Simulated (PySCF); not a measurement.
1-bromo-2-chlorocyclobutene (C4H4BrCl), SMILES ClC1=C(Br)CC1. Heavy atoms are numbered as in [Cl:1][C:2]1=[C:3]([Br:4])[CH2:5][CH2:6]1. Hydrogens are named by the atom that carries them.

Coordinates come from a B3LYP-D3(BJ)/def2-SVP optimisation.

The numbers are results of PBE/pcSseg-1 (PySCF), not measurements.

GIAO shieldings, no solvent; atoms alike by connectivity are averaged. δ = σ(ref) − σ: ³⁵Cl against HCl (σ = 936.5 ppm); ¹³C against TMS (σ = 182.0 ppm); ¹H against TMS (σ = 31.49 ppm), references at their B3LYP-D3(BJ)/def2-TZVP geometries, non-relativistic (without spin–orbit terms, shifts of atoms bonded to Cl or Br come out too high).

Problem. Estimate the chemical shifts. (Estimate from the structure and the level; the computed values follow.)

Solution. 
```
nucleus     atoms  count  δ (ppm)
-------  --------  -----  -------
³⁵Cl          Cl1      1    267.4
¹³C            C2      1    144.2
¹³C            C3      1    135.8
¹³C      C6 (CH2)      1     42.7
¹³C      C5 (CH2)      1     41.8
¹H        H on C6      2     3.04
¹H        H on C5      2     2.94
```
